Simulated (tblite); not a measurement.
Compound: C7H7FS.
Z-matrix (Å and degrees, GFN2-xTB geometry), rows numbered from 1:
```
F 
C   1  1.3631
S   2  1.8146  1  113.08
C   3  1.7794  2  102.24  1   -82.15
C   4  1.3865  3  122.27  2    31.31
C   5  1.3844  4  119.34  3   179.69
C   6  1.3839  5  120.53  4    -0.78
C   7  1.3858  6  119.81  5    -0.13
C   8  1.3818  7  120.18  6     0.64
H   2  1.0929  1  107.88  3  -121.59
H   2  1.0924  1  107.61  3   117.59
H   5  1.0787  4  121.08  3     0.53
H   6  1.0798  5  119.25  4   179.75
H   7  1.0794  6  120.06  5  -179.79
H   8  1.0796  7  120.16  6  -179.65
H   9  1.0792  4  119.36  3     0.70
```

Computed with GFN2-xTB (tblite): harmonic, unscaled wavenumbers at the GFN2-xTB geometry, gas phase. The method is semi-empirical: single wavenumbers can be off by several per cent or more. One conformer, not necessarily the lowest.

Harmonic wavenumbers (cm⁻¹): 38.7, 96.4, 141.1, 215.2, 254.4, 368.5, 376.0, 400.9, 447.7, 584.6, 649.1, 681.2, 700.9, 746.2, 870.3, 882.0, 895.1, 925.0, 929.1, 964.5, 1007.0, 1082.8, 1108.7, 1124.3, 1179.5, 1195.0, 1203.4, 1249.0, 1281.9, 1319.8, 1389.9, 1429.8, 1451.0, 1582.4, 1585.9, 2956.0, 2977.6, 3081.6, 3085.5, 3095.3, 3101.0, 3109.4.

A = 3082, B = 890.2, C = 710.1 MHz; mass 142.025 u (most abundant isotopes); point group C1, symmetry number 1.

Question: What is the zero-point energy?

Answer: ½Σν̃ = 25882 cm⁻¹ = 74.00 kcal/mol.

Question: Give the ideal-gas entropy at 350 K and 1 bar in the rigid-rotor, harmonic-oscillator model (classical rotation).

Answer: Translation 41.59, rotation 29.97, vibration 26.80: S = 98.4 cal/(mol K).

Question: And Cp and H(350 K) − H(0)?

Answer: Cp = 38.19 cal/(mol K), of which vibrations give 30.24 (their classical limit is 42 R = 83.5); H(350 K) − H(0) = 7.80 kcal/mol without the zero-point energy, 5.02 from vibrations.

Question: Blend soft modes into free rotors: weight 1/[1 + (100 cm⁻¹/ν̃)⁴] for the oscillator and the rest for a rotor with moment μB/(μ + B), μ = h/(8π²ν), B = 10⁻⁴⁴ kg m². What vibrational entropy results?

Answer: 24.65 cal/(mol K) in place of 26.80, which changes −T·S at 350 K by +0.75 kcal/mol.

Question: How do the functions run with temperature in this model?

Answer: 
| T (K) | S (cal/(mol K)) | Cp (cal/(mol K)) | H − H(0) (kcal/mol) | G − H(0) (kcal/mol) | ln q(vib) |
| --- | --- | --- | --- | --- | --- |
| 150 | 75.1 | 19.7 | 2.04 | -9.22 | 2.30 |
| 250 | 87.2 | 28.7 | 4.45 | -17.34 | 4.25 |
| 298.15 | 92.6 | 33.3 | 5.94 | -21.67 | 5.21 |
| 400 | 103.7 | 42.6 | 9.82 | -31.68 | 7.31 |
| 600 | 123.8 | 56.2 | 19.80 | -54.47 | 11.52 |
| 900 | 149.1 | 68.4 | 38.67 | -95.54 | 17.64 |

q(vib) and H(0) count from the zero-point level.

Question: Which modes carry the vibrational entropy at 350 K?

Answer: 38.7 cm⁻¹: 5.64; 96.4 cm⁻¹: 3.84; 141.1 cm⁻¹: 3.10; 215.2 cm⁻¹: 2.29; 254.4 cm⁻¹: 1.99; 368.5 cm⁻¹: 1.34 cal/(mol K); the other 36 give 8.59 together.

Hindered rotation and anharmonicity are outside this model. Other conformers, if any are populated, would add a mixing term that is left out. The structure is chiral; the term R ln 2 for an equal mix with its mirror image is left out.
